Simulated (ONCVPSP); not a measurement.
## In ONCV: all-electron and pseudo phase curves

In (Z = 49), optimised norm-conserving Vanderbilt (ONCV), made with ONCVPSP 4.0.1 (PBE, scalar-relativistic). Core [Ar] 3d10, reference 4s2 4p6 4d10 5s2 5p1. Waves: 4s+5s: rc 1.55 bohr, ncon 4, nbas 8, qcut 6 1/bohr, 2 projectors; 4p+5p: rc 1.30 bohr, ncon 4, nbas 8, qcut 9 1/bohr, 2 projectors; 4d: rc 1.05 bohr, ncon 4, nbas 8, qcut 9.7 1/bohr, 2 projectors, debl 2.1 Ha; f scattering state at 0.21 Ha: rc 1.20 bohr, ncon 4, nbas 8, qcut 8.8 1/bohr, 2 projectors, debl 1.8 Ha. Local part: polynomial inside 0.75 bohr (lpopt 2, dvloc0 2 Ha). Core correction: Teter function, fcfact 2.25, rcfact 1.45.

The phase is arctan(r·R′/R) of the radial function R(r), unwrapped; energies in Ha, scanned from -6 to 5 Ha. A pole is an energy at which the radial function vanishes at the test radius. The pseudo phase is shifted by a multiple of π to meet the all-electron one at the reference energy, and phase errors are pseudo minus all-electron; the curves can meet again beyond the range given. Levels narrower than the energy grid can be missing from the lists of poles.

Task: For each channel, where are the poles, and over which energies does the pseudopotential scatter like the atom?

Result:

```json
{"channel": "s", "radius (bohr)": "1.57", "reference energy (Ha)": "-0.30", "poles, all-electron": "-4.15", "poles, pseudo": "-4.15", "unbroken range about the reference energy with phases within 0.05 rad": "the whole range", "phase error 1 Ha above the reference energy (rad)": "-0.003"}
{"channel": "p", "radius (bohr)": "1.32", "reference energy (Ha)": "-0.09", "poles, all-electron": "-1.66", "poles, pseudo": "-1.66", "unbroken range about the reference energy with phases within 0.05 rad": "the whole range", "phase error 1 Ha above the reference energy (rad)": "-0.000"}
{"channel": "d", "radius (bohr)": "1.07", "reference energy (Ha)": "-0.68", "poles, all-electron": "4.08", "poles, pseudo": "4.07", "unbroken range about the reference energy with phases within 0.05 rad": "the whole range", "phase error 1 Ha above the reference energy (rad)": "+0.000"}
{"channel": "f", "radius (bohr)": "1.22", "reference energy (Ha)": "0.21", "poles, all-electron": "4.84", "poles, pseudo": "4.84", "unbroken range about the reference energy with phases within 0.05 rad": "the whole range", "phase error 1 Ha above the reference energy (rad)": "+0.000"}
```

Phases in the f channel:

```tsv
E (Ha)	all-electron	pseudo
-5.96	1.291	1.291
-5.40	1.276	1.276
-4.84	1.258	1.258
-4.28	1.238	1.237
-3.72	1.212	1.212
-3.16	1.181	1.181
-2.60	1.142	1.142
-2.04	1.091	1.091
-1.48	1.021	1.021
-0.92	0.920	0.920
-0.36	0.763	0.763
0.20	0.505	0.505
0.76	0.081	0.081
1.32	-0.454	-0.454
1.88	-0.878	-0.878
2.44	-1.139	-1.139
3.00	-1.300	-1.300
3.56	-1.409	-1.409
4.12	-1.489	-1.489
4.68	-1.554	-1.554
```
